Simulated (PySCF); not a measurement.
# Stretching SeN⁻

Set-up: basis Se aug-cc-pVDZ-PP with ECP10, N aug-cc-pVDZ; scalar-relativistic core potentials; PySCF 2.14. Energies in eV from Se⁻ + N in their ground configurations at the same level. All curves are PBE0. state 1: ³Σ⁻ (triplet), unpaired electrons π ↑↑; state 2: Ms = 0 determinant of mixed spin (⟨S²⟩ near 1.0), unpaired electrons π ↑↓, a mixture of terms (⟨Lz²⟩ = 2.0), a second solution, started from another occupation; state 3: singlet, one real π or δ orbital doubly filled, a mixture of terms (⟨Lz²⟩ = 2.0), a second solution, started from another occupation; state 4: quintet, unpaired electrons σ ↑, π ↑↑↑, a second solution, started from another occupation.

```csv
R (Å),state 1,state 2,state 3,state 4
1.519,-2.128,-1.835,-1.068,3.7724
1.589,-2.793,-2.483,-1.665,2.7035
1.660,-3.151,-2.824,-1.958,1.9726
1.713,-3.275,-2.935,-2.033,1.5795
1.766,-3.307,-2.954,-2.018,1.2795
1.819,-3.270,-2.904,-1.935,1.0439
1.890,-3.142,-2.757,-1.746,0.7932
1.978,-2.897,-2.489,-1.427,0.5367
2.084,-2.536,-2.094,-0.974,0.2780
2.225,-2.019,-1.522,-0.326,0.0072
```

Q: Put a parabola through the three lowest points of the state 1 curve and estimate Re, k and ωe (reduced mass 11.92 u; 1 eV/Å² = 0.16022 mdyn/Å; ωe = 1302.8·√(k/μ) cm⁻¹).

A: Through R = 1.713, 1.766, 1.819 Å the second-order coefficient is 12.3 eV/Å², so Re ≈ 1.764 Å, k ≈ 3.94 mdyn/Å and ωe ≈ 749 cm⁻¹. A polynomial fit of higher order to the unrounded PBE0 energies gives Re = 1.762 Å, k = 4.03 mdyn/Å, ωe = 758 cm⁻¹; anharmonicity and rounding make the difference.

The higher-order fit for each curve: state 1: Re = 1.762 Å, ωe = 758 cm⁻¹, De = 3.31 eV; state 2: Re = 1.752 Å, ωe = 778 cm⁻¹, minimum 2.96 eV below the ground-state fragments; state 3: Re = 1.729 Å, ωe = 821 cm⁻¹, minimum 2.04 eV below the ground-state fragments. State 4 gave no clean fit.

Spin–orbit coupling is left out. For an ion De counts to the pair picked by the measured ionisation energies or electron affinities, which need not be the lowest pair at this level. The highest Kohn–Sham level is positive in this anion. Much of that is self-interaction error, but it also means that the finite basis helps to hold the extra electron. The state was picked by a PBE0 search and need not be the measured ground state.
